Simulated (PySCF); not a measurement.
Level of theory: PySCF with B3LYP-D3(BJ)/def2-TZVP // B3LYP-D3(BJ)/def2-SVP. Isolated molecules, 0 K electronic values unless said otherwise. One relaxed conformer stands for a flexible species; it need not be the lowest. B3LYP has the VWN-RPA correlation part, as in Gaussian. Delta-SCF ions had no search for a lower state. 

Reference species (SMILES): `[GeH2]([SH])[SH]` (H–S–Ge–S torsion -140°, S–Ge–S–H torsion -140°) (neutral, multiplicity 1).

```
Property                                   Value
--------------------------------------  --------
HOMO                                    -7.11 eV
vertical ionisation energy (Delta-SCF)   9.25 eV
```

Changed species: `[SH][GeH2][GeH2][GeH2][GeH2][GeH2][GeH2][SH]` (n = 6; the reference has n = 1).

**Question.** What does the change do to the HOMO and vertical ionisation energy (Delta-SCF)?

**Answer.** the HOMO rises by 0.46 eV, to -6.65 eV; the vertical ionisation energy (Delta-SCF) falls by 1.30 eV, to 7.95 eV.
